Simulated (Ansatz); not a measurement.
`[SiH3]C[O][SbH2]` and `O=COC[SiH3]` differ in one atom or group.

Ansatz, PBE0-D4/def2-TZVP geometries, multiplicity 1. Each molecule was computed in one conformer, which needn't be the lowest.

Elements past krypton have def2 core potentials.

```json
{"property": "LUMO energy (ωB97M-V/def2-TZVPP) / eV", "`[SiH3]C[O][SbH2]`": "0.53"}
{"property": "HOMO energy (B3LYP/def2-TZVPP) / eV", "`[SiH3]C[O][SbH2]`": "-6.95"}
{"property": "HOMO energy (ωB97M-V/def2-TZVPP) / eV", "`[SiH3]C[O][SbH2]`": "-9.39"}
{"property": "size of the dipole moment (PBE/def2-TZVPP) / D", "`[SiH3]C[O][SbH2]`": "1.39"}
{"property": "HOMO–LUMO gap (PBE/def2-TZVPP) / eV", "`[SiH3]C[O][SbH2]`": "3.77"}
{"property": "HOMO energy (PBE/def2-TZVPP) / eV", "`[SiH3]C[O][SbH2]`": "-5.80"}
```

Q: What does the change do to each property? (Best estimate.)

A: Computed: 
```
                                      property  `O=COC[SiH3]`  shift
         LUMO energy (ωB97M-V/def2-TZVPP) / eV           2.04   1.51
           HOMO energy (B3LYP/def2-TZVPP) / eV          -8.16  -1.21
         HOMO energy (ωB97M-V/def2-TZVPP) / eV         -10.71  -1.32
size of the dipole moment (PBE/def2-TZVPP) / D           1.77   0.38
           HOMO–LUMO gap (PBE/def2-TZVPP) / eV           5.57   1.80
             HOMO energy (PBE/def2-TZVPP) / eV          -6.74  -0.94
```

With PBE0 the HOMO falls by 1.24 eV and the LUMO rises by 1.21 eV, so the gap widens by about 2.45 eV. PBE moves the HOMO by -0.94 eV and ωB97M-V by -1.32 eV. Dipoles are sizes alone; their direction can turn.

B3LYP here is the variant with VWN-RPA as its local correlation; programs differ in this.

Spin–orbit coupling is left out; it splits and shifts lone-pair levels of the heavy atoms by tenths of an eV.
